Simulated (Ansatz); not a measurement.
One geometry of [SnCl3]- (SnCl3⁻), several levels of theory.

```yaml
crystal:
  periodic: [false, false, false]
  atoms:
    - {symbol: Sn, position_ang: [-0.004331, 0.005632, 0.921175]}
    - {symbol: Cl, position_ang: [2.226710, -0.032736, -0.296443]}
    - {symbol: Cl, position_ang: [-1.084400, 1.940722, -0.324029]}
    - {symbol: Cl, position_ang: [-1.137969, -1.913618, -0.300703]}
basis:
  gaussian: {orbitals: def2-TZVPD, initial_orbitals: start.molden}
total_charge: -1
hamiltonian: {xc: {name: LC-wPBE}}
scf: {omitted_lower_state_checks: [starts]}
output: {orbitals: {seedname: orbitals}}
```

The file start.molden holds the orbitals of an earlier run on this structure, at another level or in another basis.

```sh
$ ansatz run in.yaml --threads 4 --pin off --events-out ev --progress --plain --max-ram 3916MiB
```

Shortened log:

```
Functional definition: LC-wPBE
1244 factors; their error is unknown
417 factors; integrals over basis functions are off by at most 4.3e-5 eV
mean field evaluation 1: about -43398.0699 eV, gradient 1.4e1 eV
mean field evaluation 2: about -43398.2420 eV, gradient 2.8e-1 eV
mean field evaluation 4: about -43398.2345 eV, gradient 7.9e-4 eV
mean field -43398.23447645 eV, -1594.8557006298 hartree, gradient 7.2e-6 eV, S^2 0.000000; 0 other end points of the search recorded, 0 dependent functions left out
reference -43398.23447646 eV, -1594.8557006301 hartree; 37, 37 occupied and 157, 157 virtual orbitals, 1244 factors
Total energy: -43398.23447646 eV, -1594.8557006301 hartree
Checks for a lower state left out: starts
```

Run time 1.8 s (4 threads of Arm Neoverse V2 on a shared host).

The first input with `hamiltonian: {xc: {name: BLYP}, dispersion: d4}` (abridged; 1.6 s):

```
Functional definition: BLYP
mean field -43406.58803820 eV, -1595.1626883616 hartree, gradient 2.5e-5 eV, S^2 0.000000
Total energy: -43406.95071601 eV, -1595.1760165254 hartree
Checks for a lower state left out: starts
```

Geometry: PBE-D4/def2-SVPD.

In the def2 sets Sn takes a core potential; there is no spin–orbit coupling. LC-ωPBE has ω = 0.4 bohr⁻¹.
